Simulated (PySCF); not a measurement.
Computed shifts of a molecule C5H6O2, KT2/pcSseg-1 run with PySCF, GIAO, gas phase, equivalent atoms averaged, in ppm (number of nuclei): ¹³C: 184.3 (1), 147.5 (1), 127.3 (1), 77.5 (1), 70.4 (1). ¹H: 7.18 (1), 6.23 (1), 4.68 (2), 4.39 (2). References: ¹⁷O against H2O (σ = 330.4 ppm); ¹³C against TMS (σ = 185.1 ppm); ¹H against TMS (σ = 31.47 ppm), references at their B3LYP-D3(BJ)/def2-TZVP geometries, non-relativistic. Geometry optimised at B3LYP-D3(BJ)/def2-SVP. One conformer was computed; it need not be the lowest.

Task: Identify the compound among the candidates.
A. C=COC1=CCO1
B. CC1=CC(=O)CO1
C. C=C1OCOC1=C
D. O=C1C=CCOC1

Result: D, O=C1C=CCOC1
